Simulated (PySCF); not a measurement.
Work out the structure from these simulated measurements.

Formula: CH12OSi4.

| Item | Value |
| --- | --- |
| Triplet | lowest triplet excitation (Tamm–Dancoff): 5.50 eV [TDA CAM-B3LYP/def2-SVPD] |
| NMR, other nuclei | isotropic shieldings of nuclei other than C and H, by class: 341 (1 O), 373 (1 Si), 390 (1 Si), 426 (1 Si), 474 (1 Si) ppm [GIAO PBE0/pcSseg-1] |
| Polarisability | 126.7 au [CAM-B3LYP/def2-SVPD] |
| Rotational structure | rotational constants A, B, C: 2.141, 0.696, 0.546 GHz [GFN2-xTB] |
| 1H NMR | chemical shifts (computed TMS as zero) by class: 5.63 (2 H), 5.04 (3 H), 4.15 (2 H), 3.34 (2 H), 0.30 (3 H) ppm [GIAO PBE0/pcSseg-1] |
| 13C NMR | chemical shifts (computed TMS as zero) by class: -7.2 (1 C) ppm [GIAO PBE0/pcSseg-1] |

Electronic properties: PySCF, gas phase, density fitting. Levels stand in brackets. Isolated species at its GFN2-xTB geometry (one conformer only). NMR classes are plain means over equivalent atoms (diastereotopic ones count apart unless rotation or inversion swaps them), as if these changed places fast.

Problem. What is the compound? Reason from the data.

Solution. Numbering: `[CH3:1][SiH2:2][SiH2:3][SiH2:4][O:5][SiH3:6]`. Its formula, CH12OSi4, gives 0 degrees of unsaturation, so no ring and no π bond. The one carbon: Si-methyl carbon [C1] (-7.2 ppm). Hydrogen classes from least to most shielded: 2 H on an oxygen-bound silicon, Si4 (5.63 ppm), 3 H on an oxygen-bound silicon, Si6 (5.04 ppm), 2 H on an SiH2 silicon, Si2 (4.15 ppm), 2 H on an SiH2 silicon, Si3 (3.34 ppm), 3 H on an Si-methyl carbon, C1 (0.30 ppm). The other shieldings belong to: 341 ppm, siloxane oxygen [O5]; 373 ppm, oxygen-bound silicon [Si4]; 390 ppm, oxygen-bound silicon [Si6]; 426 ppm, SiH2 silicon [Si2]; 474 ppm, SiH2 silicon [Si3]. The optimised geometry has point group C1 and is an asymmetric top. Structure: `C[SiH2][SiH2][SiH2]O[SiH3]`. Computed isomers that give other values at the same levels: `O[SiH2]C[SiH2][SiH2][SiH3]` (1H chemical shifts (computed TMS as zero) by class: 5.11 (2 H), 4.19 (2 H), 3.51 (3 H), 3.49 (2 H), 0.80 (1 H), -0.03 (2 H) ppm); `CO[SiH2][SiH]([SiH3])[SiH3]` (13C chemical shifts (computed TMS as zero) by class: 56.7 (1 C) ppm); `C[SiH2][Si@H]([SiH3])[SiH2]O` (rotational constant A: 1.578 GHz; this holds for the one conformer computed). The assignments are read from this structure; whether some other isomer fits the data as well wasn't checked.

The values belong to the conformer `[CH3:1][SiH2:2][SiH2:3][SiH2:4][O:5][SiH3:6]`: C1–Si2–Si3–Si4 -151°, Si2–Si3–Si4–O5 -19°, Si3–Si4–O5–Si6 173°.
